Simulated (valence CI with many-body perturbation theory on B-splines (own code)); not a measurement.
# Dy XVII: key properties

Level of theory: configuration interaction combined with many-body perturbation theory (CI+MBPT): four valence electrons over a frozen Dirac-Fock core [Kr] 4d10, a basis of 8 s, 8 p, 9 d, 9 f, 6 g, 3 h, 2 i functions for each j, with the one-electron correlation potential Σ1 (screened to all orders), the two-electron term Σ2, the three-electron term Σ3, Breit, model QED; selected single and double excitations, second order for the rest, scaled by the run's own slope (own B-spline code, finite nucleus).

No measured levels were compared; by estimate terms of the open shell hold to a few per cent of their energy, and close levels can change places. Core correlation moves these levels by up to 3400 cm⁻¹, and in measured spectra 5 to 20 % of such shifts remained as error; rates that hang on mixing are uncertain with them. Only levels of the ground parity were solved; by the run's estimate the other parity begins above the list, which can be wrong where configurations are misplaced.

Rates and lifetimes use the calculated energies. Strong lines usually hold to 10 to 20 %, long lifetimes can be off by a factor of two.

Question: What is the ground level?

Answer: 4f4 5I_4, composition 94 % 4f4 5I + 6 % 4f4 3H, g = 0.611.

Question: How well does LS coupling describe the low levels?

Answer: Among the lowest 20 levels the leading LS term, summed over configurations, holds 75 % on average. For single configurations the figures are 75 % in LS and 57 % in jj coupling. Terms mix most in the J = 4 level at 4.222 eV, where the leading one holds 42 %.

Question: What is the ionisation energy?

Answer: 357.38 eV; NIST lists 366 ± 19 eV (theoretical).

Question: How is the term 5I of the ground level split?

Answer: J = 4 at 0.0000, J = 5 at 0.5512, J = 6 at 1.112, J = 7 at 1.663, J = 8 at 2.197 eV.
